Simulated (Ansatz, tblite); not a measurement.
Cost and result up the ladder for GeH2Me(vinyl) (C₃H₈Ge) (12 atoms). Total charge 0; singlet. Geometry: r2SCAN-D4/def2-SVP.

```
atom   x (Å)   y (Å)   z (Å)
 Ge1  -0.821   0.272  -0.276
  H2  -1.349  -0.847  -1.193
  H3  -2.016   1.049   0.313
  C4   0.311   1.510  -1.281
  H5  -0.262   1.998  -2.084
  H6   1.160   0.972  -1.729
  H7   0.708   2.291  -0.615
  C8   0.196  -0.560   1.154
  C9   0.420  -1.878   1.237
 H10   0.623   0.093   1.930
 H11   0.018  -2.581   0.496
 H12   1.013  -2.319   2.048
```

Ansatz on 4 threads of Intel Xeon on a shared host; xTB runs through tblite on one thread. Times are rough, summed over both states, and most runs start from the orbitals of an earlier one. PBE0-D4/def2-TZVP serves as the yardstick here, not as an exact answer. The other state is a triplet.

The xTB rows come from tblite.

xTB has no spin-polarisation term.

```tsv
level	functions	wall time
GFN2-xTB	29	0.026 s
GFN1-xTB	37	0.084 s
PBE-D4/def2-TZVP	189	14 s
r2SCAN-D4/def2-TZVP	189	21 s
PBE0-D4/def2-TZVP	189	22 s
```

(1) Estimate what each level gives for the vertical triplet (eV).

Answers

(1) 
```tsv
level	vertical triplet (eV)	difference from PBE0-D4/def2-TZVP (eV)
GFN2-xTB	4.97	0.85
GFN1-xTB	5.00	0.88
PBE-D4/def2-TZVP	4.29	0.17
r2SCAN-D4/def2-TZVP	3.99	-0.13
PBE0-D4/def2-TZVP	4.12	0.00
```
